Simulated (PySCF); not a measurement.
CHOS, SMILES S=C=[OH+], charge +1.

The structure is a stationary point at B3LYP-D3(BJ)/def2-TZVP. The isomer is the one that the SMILES or the coordinates give; other isomers of the formula were not compared.

Computed with PySCF with PBE/def2-TZVPD.

Symmetry labels are those of the subgroup Cs that the program uses (full group Cs).

Question: List the valence orbital energies around the gap with their symmetry. (Estimate from the structure and the level; the computed values follow.)

Answer: 
| orbital | symmetry | energy (eV) |
|---|---|---|
| HOMO−7 | A' | -36.45 |
| HOMO−6 | A' | -28.06 |
| HOMO−5 | A' | -24.50 |
| HOMO−4 | A' | -19.61 |
| HOMO−3 | A" | -18.87 |
| HOMO−2 | A' | -18.62 |
| HOMO−1 | A' | -15.22 |
| HOMO | A" | -14.73 |
| LUMO | A' | -9.83 |
| LUMO+1 | A" | -9.18 |
| LUMO+2 | A' | -6.96 |
| LUMO+3 | A' | -5.27 |
